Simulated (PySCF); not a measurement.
# Sn²⁺: excitation energy

Sn²⁺ [Kr] 4d10 5s2 (1S) → Sn²⁺ [Kr] 4d9 5s2 5p1 (high-spin determinant), as a difference of total energies. All numbers are calculated (PySCF 2.14, a scalar-relativistic core potential, in aug-cc-pVTZ-PP with one added diffuse shell each of d, f type with ECP28MDF (6s5p5d3f, 67 functions)). The calculations carry no spin-orbit coupling.

```json
{"method": "UHF", "excitation energy (cm⁻¹)": "212150"}
{"method": "LDA", "excitation energy (cm⁻¹)": "215680"}
{"method": "PBE", "excitation energy (cm⁻¹)": "215160"}
{"method": "PBE0", "excitation energy (cm⁻¹)": "215770"}
{"method": "r2SCAN", "excitation energy (cm⁻¹)": "216150"}
{"method": "CAM-B3LYP", "excitation energy (cm⁻¹)": "214390"}
{"method": "wB97X", "excitation energy (cm⁻¹)": "216520"}
{"method": "BHandHLYP", "excitation energy (cm⁻¹)": "215730"}
{"method": "MN15", "excitation energy (cm⁻¹)": "217080"}
```

The determinant of the upper state mixes LS terms, which raises its energy above the lowest term, most at the Hartree-Fock and MP2 levels.
